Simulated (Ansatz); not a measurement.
Molecule: 2-bromofuran, C4H3BrO, net charge 0, singlet state. 
Structure (B3LYP-D3(BJ)/def2-TZVP (Ansatz, an electronic-structure program) minimum search):
SMILES: c1ccoc1Br
```xyz
9

Br     1.5034    -0.2805    -0.0023
C     -0.3076     0.1641    -0.0095
C     -0.9459     1.3561    -0.1091
C     -2.3436     1.0460    -0.0535
C     -2.4372    -0.2989     0.0743
O     -1.1885    -0.8581     0.1030
H     -0.4844     2.3223    -0.2085
H     -3.1634     1.7423    -0.1032
H     -3.2583    -0.9877     0.1545
```

Property: atomisation energy (electronic, to ground-state atoms), in eV. Valence correlation only, unless marked. Open shells are spin-unrestricted. No spin-orbit coupling. The frozen core is the preceding noble-gas configuration, with the filled d and f shells of earlier blocks. Non-relativistic. The coupled-cluster limit lacks core correlation, which all-electron functionals hold. CBS(X,Y): correlation extrapolated as X^-3; Hartree-Fock from the larger set.

```
level                         program  atomisation energy (eV)
---------------------  --------------  -----------------------
PBE/def2-TZVPD                 Ansatz                    43.37
PBE-D3(BJ)/def2-TZVPD  Ansatz + dftd3                    43.59
```

Problem. Estimate the value at CCSD(T)/CBS(aug-cc-pVTZ,aug-cc-pVQZ) as computed with Ansatz.

Solution. 41.43 eV, so PBE-D3(BJ)/def2-TZVPD differs from it by 2.16 eV.
